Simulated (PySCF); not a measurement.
**Computed data sheet: `FC(c1sc[n+](c1)C)F`**

C5H6F2NS (charge +1).
Z-matrix (Å and degrees, GFN2-xTB geometry), rows numbered from 1:
```
C 
N   1  1.4411
C   2  1.3216  1  124.58
S   3  1.6876  2  113.71  1  -179.84
C   4  1.7256  3   89.64  2     0.07
C   5  1.5082  4  124.21  3  -179.84
F   6  1.3461  5  109.05  4  -124.12
F   6  1.3464  5  109.12  4   119.03
C   2  1.3584  1  122.48  3  -179.80
H   1  1.0910  2  109.97  3  -121.05
H   1  1.0910  2  109.87  3   119.79
H   1  1.0875  2  110.39  3    -0.58
H   3  1.0762  2  123.02  1     0.04
H   6  1.1006  5  113.55  4    -2.55
H   9  1.0771  2  121.20  1     0.02
```

Structural features include: aromatic ring with sulfur and C–F bond.

**GFN2-xTB geometry**

```yaml
Rotational_constants_A_B_C_of_the_GFN2-xTB_geometry: 2.384, 0.951, 0.776 GHz
```

**CAM-B3LYP/def2-SVPD ground state and vertical TDDFT (core frozen in the response) (PySCF)**

```yaml
HOMO_energy: -14.42 eV
LUMO_energy: -5.80 eV
HOMO–LUMO_gap: 8.62 eV
Lowest_singlet_excitation: 5.58 eV (222 nm, f = 0.104)
Lowest_triplet_excitation_Tamm–Dancoff: 3.81 eV
Static_isotropic_polarisability: 76.9 au
Electronic_spatial_extent_⟨r²⟩_about_the_centre_of_nuclear_charge: 1429 bohr²
```

Monoisotopic mass of the ion (most abundant isotopes, electron mass counted): 150.0184 u.

The largest Löwdin shares of the HOMO are 0.26 on C9, 0.25 on C5, 0.21 on C3 and 0.09 on S4. The rotational constants make it an asymmetric top with κ = (2B − A − C)/(A − C) = -0.78, nearer the prolate limit (−1). The 8 singlets span 5.58 to 7.80 eV, and their oscillator strengths add up to 0.69. The principal polarisabilities are 53.7, 82.0 and 95.2 au; their mean is the isotropic value. No computed singlet falls in the visible range (750 to 380 nm, 1.65 to 3.26 eV); S1 lies 2.32 eV above its blue end. S1 lies 3.04 eV below the HOMO–LUMO gap; its leading configuration is HOMO→LUMO, weight 0.95. The polarisability is 11.40 Å³ as a volume (1 au = 0.148185 Å³), or 1.01 au for each of the 76 electrons.

Geometry: GFN2-xTB, one conformer, isolated ion.

For the TDDFT job (CAM-B3LYP/def2-SVPD), the run took 59 s wall on one thread of an x86-64 server (shared host).
